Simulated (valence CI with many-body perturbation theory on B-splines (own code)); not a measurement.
Hyperfine factors and g values of Cu¹⁵⁺

Computed by relativistic CI+MBPT: four valence electrons over a frozen Dirac-Fock core [Ne], radial functions for each j: 11 s, 11 p, 10 d, 8 f, 5 g, 2 h, with the one-electron correlation potential Σ1 (screened to all orders), the two-electron term Σ2, the three-electron term Σ3, Breit, model QED; selected single and double excitations, second order for the rest, scaled by the run's own slope (own B-spline code, finite nucleus).

No measured levels were compared; by estimate levels of excited configurations hold to 0.05 to 0.15 % of their energy, terms of the ground configuration to about 0.5 %. Among the levels kept, up to 830 cm⁻¹ of a level comes from second order outside the variational space, and about a tenth of that is noise between levels of different J, which matters for small intervals.

A/g_I is the dipole constant over the nuclear g factor μ/I (μ in nuclear magnetons, uniformly magnetised nucleus), B/Q the quadrupole constant per barn. Both hold the static response of the core; the bare values leave it out. Large factors of s and p1/2 electrons are usually good to 5 to 10 %; those of open d and f shells near neutrality can be off by tens of per cent, and small factors of p3/2, d and f electrons come from cancelling terms and can be off by a factor of two or in sign, in half-filled shells by more. B is blank for J = 1/2, where it vanishes, and for nearly pure S terms. Energies count from the lowest level. Levels with J = 0 are left out.

Names give the largest LS component (configuration and term), which can be under half, so a name can repeat, a term be missing and a line seem to break the LS rules; names also repeat where a configuration has a term twice.

| Level | E (cm⁻¹) | g | A/g_I (MHz) | A/g_I bare | B/Q (MHz/b) | B/Q bare |
| --- | --- | --- | --- | --- | --- | --- |
| 3s2 3p2 3P_1 | 18585 | 1.500 | -188 | 132 | 6340 | 6090 |
| 3s2 3p2 3P_2 | 32779 | 1.410 | 11700 | 11400 | -6290 | -6030 |
| 3s2 3p2 1D_2 | 72164 | 1.089 | 10000 | 9700 | 18900 | 18100 |
| 3s 3p3 5S°_2 | 276200 | 1.988 | 31700 | 30800 |  |  |
| 3s 3p3 3D°_1 | 360930 | 0.569 | -17700 | -16800 | 6320 | 6080 |
| 3s 3p3 3D°_2 | 361410 | 1.203 | 19200 | 18400 | 11700 | 11200 |
| 3s 3p3 3D°_3 | 368030 | 1.333 | 29000 | 27800 | -1390 | -1320 |
| 3s 3p3 3P°_1 | 415650 | 1.441 | 38700 | 37100 | -6920 | -6650 |
| 3s 3p3 3P°_2 | 417020 | 1.415 | 25300 | 24300 | -11600 | -11200 |
| 3s 3p3 1D°_2 | 455320 | 1.056 | 14400 | 13800 | -4700 | -4470 |
| 3s 3p3 3S°_1 | 511370 | 1.716 | -15300 | -13600 | 38.4 | 41.7 |
| 3s2 3p 3d 3F°_2 | 525580 | 0.675 | 9960 | 9630 | 9190 | 9010 |
| 3s2 3p 3d 3F°_3 | 537520 | 1.085 | 6320 | 6280 | 9630 | 9450 |
| 3s 3p3 1P°_1 | 547880 | 1.270 | -2810 | -2220 | 228 | 227 |
| 3s2 3p 3d 3F°_4 | 556280 | 1.249 | 3430 | 3550 | 15100 | 14800 |
| 3s2 3p 3d 3P°_2 | 591750 | 1.279 | 2870 | 3070 | 1790 | 1860 |
| 3s2 3p 3d 3D°_1 | 602460 | 0.958 | -5780 | -5100 | 2710 | 2680 |
| 3s2 3p 3d 1D°_2 | 614030 | 1.109 | 2560 | 2690 | -1710 | -1540 |
| 3s2 3p 3d 3P°_1 | 622930 | 1.049 | 4850 | 4930 | -7210 | -7000 |
| 3s2 3p 3d 3D°_3 | 625010 | 1.323 | 6440 | 6480 | -7760 | -7330 |
| 3s2 3p 3d 3D°_2 | 627140 | 1.270 | 7330 | 7340 | -9430 | -9080 |
| 3s2 3p 3d 1F°_3 | 681350 | 1.006 | 5010 | 4970 | 14400 | 14100 |
| 3s2 3p 3d 1P°_1 | 699070 | 0.990 | -1300 | -968 | 1990 | 2000 |
| 3p4 3P_2 | 743700 | 1.423 | 9930 | 9990 | 2860 | 2780 |
| 3p4 3P_1 | 767180 | 1.489 | 5890 | 6210 | -3450 | -3320 |
| 3s 3p2 3d 5F_1 | 778520 | 0.044 | -22800 | -21800 | -965 | -849 |
| 3p4 1D_2 | 780980 | 1.072 | 12200 | 11900 | -16500 | -15800 |
| 3s 3p2 3d 5F_2 | 782580 | 1.030 | 6200 | 6180 | 818 | 861 |
| 3s 3p2 3d 5F_3 | 788950 | 1.270 | 11600 | 11400 | 3450 | 3460 |
| 3s 3p2 3d 5F_4 | 798360 | 1.358 | 14100 | 13700 | 1360 | 1510 |
| 3s 3p2 3d 5F_5 | 810040 | 1.396 | 16700 | 16200 | -10200 | -9550 |
| 3s 3p2 3d 5D_1 | 811550 | 1.475 | 19000 | 18600 | -6380 | -6190 |
| 3s 3p2 3d 5D_2 | 813120 | 1.456 | 18600 | 18200 | -7330 | -7070 |
| 3s 3p2 3d 5D_3 | 815570 | 1.451 | 18900 | 18400 | -4680 | -4460 |

Question: Take the isotope of mass number 65, with I = 3/2, μ = 2.3844 μN and Q = -0.204 b. What is the hyperfine structure of 3s2 3p2 3P_2?

Answer: From the table A = 18600 MHz, B = 1280 MHz. Shifts from the centre of gravity in MHz: F = 1/2: -82600, F = 3/2: -55800, F = 5/2: -10100, F = 7/2: 56100.
